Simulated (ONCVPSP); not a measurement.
# Pseudopotential generation for Mn: ONCV, PBEsol, scalar-relativistic.

```
Element                 : Mn
Generator               : ONCVPSP 4.0.1
Type                    : optimised norm-conserving Vanderbilt (ONCV)
Functional              : PBEsol
Relativity              : scalar-relativistic
Frozen core             : [Ne]
Valence charge          : 15
Reference configuration : 3s2 3p6 3d5 4s1 4p1
Partial waves           : 3s+4s: rc 1.20 bohr, ncon 3, nbas 7, qcut 8.3 1/bohr, 2 projectors; 3p+4p: rc 1.55 bohr, ncon 3, nbas 7, qcut 9 1/bohr, 2 projectors; 3d: rc 1.00 bohr, ncon 4, nbas 8, qcut 8.1 1/bohr, 3 projectors, debl 0.6 Ha
Local potential         : polynomial inside 0.75 bohr (lpopt 5, dvloc0 1 Ha)
Core correction         : none
```

All-electron outer shells of the reference configuration (PBEsol, scalar-relativistic, ld1.x):

| shell | level (eV) | outermost node (bohr) | outermost maximum (bohr) |
| --- | --- | --- | --- |
| 2s | -744.65 | 0.08 | 0.23 |
| 2p | -631.30 | – | 0.19 |
| 3s | -87.27 | 0.34 | 0.74 |
| 3p | -56.11 | 0.31 | 0.75 |
| 3d | -8.35 | – | 0.76 |
| 4s | -6.10 | 1.05 | 2.47 |
| 4p | -2.12 | 1.16 | 3.30 |

(1) Estimate the cutoffs (Ha) at which the residual kinetic energy of the hardest occupied pseudo-wave falls to 1 and 0.1 mHa per electron.

(2) Does the potential have ghost states?

(3) Which valence shell sets the plane-wave cutoff?

(4) Tests: 3s2 3p6 3d5 4s2 4p0; 3s2 3p6 3d5 4s1 4p0; 3s2 3p6 3d5 4s0 4p0; 3s2 3p6 3d4 4s2 4p0. Which has the largest error in its energy relative to the reference configuration, and how large is it?

Answers

(1) 237 Ha and 309 Ha.

(2) Ghosts flagged at negative energy: d at -500.6 eV; GHOST(+) flagged for s at 316.1 eV. A true bound ghost makes a file unfit for plane-wave use.

(3) 3d: 237 Ha for 1 mHa per electron, against 27 Ha for 3s.

(4) 3s2 3p6 3d4 4s2 4p0, with +16 meV (all-electron minus pseudo) on +9.33 eV.
